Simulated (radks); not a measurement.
Species: Pd2+. Configuration: [Kr] 4d6 5p2 (not the ground configuration). Calculated with a radial shooting solver on a logarithmic mesh with Libxc functionals: scalar-relativistic Kohn-Sham, PBE, spin-unpolarised, spherical densities, finite nucleus; Fermi nuclear charge, rms radius 4.5318 fm.

X-ray form factor f0, the Fourier transform of the density (f0(0) = 44):

sin(theta)/lambda (1/angstrom),f0 (electrons)
0.05,43.258
0.1,41.337
0.15,38.852
0.2,36.265
0.25,33.767
0.3,31.409
0.4,27.216
0.5,23.853
0.6,21.286
0.8,17.662
1,14.839
1.25,11.743
1.5,9.275
2,6.442
